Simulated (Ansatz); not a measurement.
Basis-set extrapolation for CH4BFO (`OCBF`) (PBE0-D4/def2-TZVP geometry, frozen core, the Gaussian-basis code of Ansatz). Multiplicity 1, RHF reference.

```
                      def2-TZVPP   def2-QZVPP
                 HF  -239.326003  -239.337238
    MP2 correlation    -0.758730    -0.820394
CCSD(T) correlation    -0.808503    -0.866154
```

Energies in hartree. Use E(X) = E(∞) + A·exp(−7.88·√X) for Hartree–Fock and E(X) = E(∞) + B·X^(−2.97) for correlation, with X = 3 and 4.

Problem. What is the CCSD(T) energy at the basis-set limit?

Solution. HF limit: -239.337238 + (-0.011235) × 0.13774 = -239.33879. Correlation limit: -0.866154 + (-0.057651) × 0.74074 = -0.90886. Total: -240.24765 hartree, 3.08 eV below CCSD(T)/def2-TZVPP.
